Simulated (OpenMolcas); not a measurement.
**AlBNH4F (SMILES [NH2][AlH][BH]F): methods side by side**

AlBNH4F has 8 atoms, charge 0, and is taken as a singlet. SMILES: `[NH2][AlH][BH]F`. Geometry: relaxed at PBE0-D4/def2-TZVP. This is one conformer, not always the lowest.

```xyz
8

N    -1.0349    1.2380    0.1781
Al    0.3584    0.2472    0.6370
B     0.8240   -1.4386   -0.6459
F     0.0221   -1.6930   -1.6755
H    -1.3655    2.0501    0.6744
H    -1.6145    1.0635   -0.6277
H     1.1494    0.6795    1.9462
H     1.7532   -2.2038   -0.5424
```

Each level gives the energy change with the B3–H8 bond stretched from 1.208 to 2.175 Å (eV). The values are calculated.

```
                                                  level                   kind     program  value (eV)  less CCSD(T)/def2-SVPD
                              HF/def2-SVPD (restricted)           Hartree–Fock  OpenMolcas        3.24                   +0.52
                            BLYP/def2-SVPD (restricted)                    GGA  OpenMolcas        2.55                   -0.17
                           M06-L/def2-SVPD (restricted)               meta-GGA  OpenMolcas        2.82                   +0.10
                            TPSS/def2-SVPD (restricted)               meta-GGA  OpenMolcas        2.74                   +0.02
                            PBE0/def2-SVPD (restricted)          global hybrid  OpenMolcas        2.86                   +0.14
                          B2PLYP/def2-SVPD (restricted)          double hybrid  OpenMolcas        2.88                   +0.16
                             MP2/def2-SVPD (restricted)    perturbation theory  OpenMolcas        3.00                   +0.28
CCSD(T)/def2-SVPD (Cholesky decomposition) (restricted)  coupled cluster or CI  OpenMolcas        2.72                    0.00
```

CCSD(T)/def2-SVPD (Cholesky decomposition) (restricted) is the highest level here, not the true value. At this stretch a single reference begins to fail. The first shape isn't each level's own minimum. The values span 2.55 to 3.24 eV.
